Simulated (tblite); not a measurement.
2-methylpyridine, C6H7N.
InChI=1S/C6H7N/c1-6-4-2-3-5-7-6/h2-5H,1H3

Calculated harmonic vibrations of the isolated species, GFN2-xTB (tblite), most abundant isotopes, no scaling. Errors from tens to a few hundred cm⁻¹ against measured bands are possible.

Harmonic wavenumbers (cm⁻¹): 62.2, 183.6, 326.7, 371.9, 436.2, 529.4, 602.6, 693.9, 753.2, 827.0, 891.5, 915.3, 935.8, 991.2, 1008.8, 1026.2, 1095.5, 1128.7, 1166.2, 1247.6, 1260.3, 1286.2, 1388.3, 1415.9, 1447.5, 1470.6, 1473.0, 1570.9, 1588.5, 3012.2, 3022.3, 3050.7, 3065.6, 3067.2, 3082.8, 3094.9.

A = 5782, B = 2672, C = 1848 MHz; mass 93.058 u (most abundant isotopes); point group Cs, symmetry number 1.

Q: Zero-point energy?

A: ½Σν̃ = 24745 cm⁻¹ = 296.02 kJ/mol.

Q: Give the ideal-gas entropy at 298.15 K and 1 bar in the rigid-rotor, harmonic-oscillator model (classical rotation).

A: Translation 165.39, rotation 112.23, vibration 53.01: S = 330.6 J/(mol K).

Q: And Cp and H(298.15 K) − H(0)?

A: Cp = 105.07 J/(mol K), of which vibrations give 71.81 (their classical limit is 36 R = 299.3); H(298.15 K) − H(0) = 18.96 kJ/mol without the zero-point energy, 9.04 from vibrations.

Q: How do the functions run with temperature in this model?

A: 
```tsv
T (K)	S (J/(mol K))	Cp (J/(mol K))	H − H(0) (kJ/mol)	G − H(0) (kJ/mol)	ln q(vib)
100	254.0	49.7	4.08	-21.32	0.62
200	295.4	74.1	10.20	-48.88	1.60
300	331.3	105.7	19.15	-80.23	2.75
500	400.1	166.4	46.63	-153.44	5.45
800	492.2	224.5	106.10	-287.69	9.91
1000	545.1	248.9	153.58	-391.53	12.86
```

q(vib) and H(0) count from the zero-point level.

Q: What must be added to the electronic energy to get the Gibbs energy at 298.15 K and 1 bar?

A: ZPE + [H(298.15 K) − H(0)] − T·S = 296.02 + 18.96 − 98.58 = 216.40 kJ/mol.

Q: Blend soft modes into free rotors: weight 1/[1 + (100 cm⁻¹/ν̃)⁴] for the oscillator and the rest for a rotor with moment μB/(μ + B), μ = h/(8π²ν), B = 10⁻⁴⁴ kg m². What vibrational entropy results?

A: 49.18 J/(mol K) in place of 53.01, which changes −T·S at 298.15 K by +1.14 kJ/mol.

Q: Which modes carry the vibrational entropy at 298.15 K?

A: 62.2 cm⁻¹: 18.35; 183.6 cm⁻¹: 9.59; 326.7 cm⁻¹: 5.34; 371.9 cm⁻¹: 4.49; 436.2 cm⁻¹: 3.51; 529.4 cm⁻¹: 2.46 J/(mol K); the other 30 give 9.28 together.

Hindered rotation and anharmonicity are outside this model.

Run on an Arm Neoverse V1 with one thread, no GPU, on a shared host. This covers the Hessian and the dipole derivatives.
